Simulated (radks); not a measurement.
Results of a calculation; reference values are marked as such.
Task: Co3+, configuration [Ar] 3d6 (the NIST ground configuration). Code: a radial shooting solver on a logarithmic mesh with Libxc functionals. Model: non-relativistic Kohn-Sham, Tao-Mo meta-GGA, spin-polarised, spherical densities, point nucleus; open shells are filled with parallel spins first; meta-GGA in the generalised Kohn-Sham scheme. Some entries of the table are withheld. Estimate them.

orbital,occ.,eigenvalue (eV),<1/r> (bohr^-1)
1s up,1,-7567.839,26.53
1s down,1,-7567.833,26.53
2s up,1,-925.4872,5.711
2s down,1,-923.7020,5.723
2p up,3,-806.2730,5.656
2p down,3,-804.7118,5.665
3s up,1,-141.1544,1.816
3s down,1,-136.3361,1.805
3p up,3,-105.3872,1.695
3p down,3,-100.4332,1.682
3d up,5,-46.9651,(1)
3d down,1,-41.9840,(2)

Result: 
(1) 3d up <1/r> (bohr^-1): 1.399
(2) 3d down <1/r> (bohr^-1): 1.367
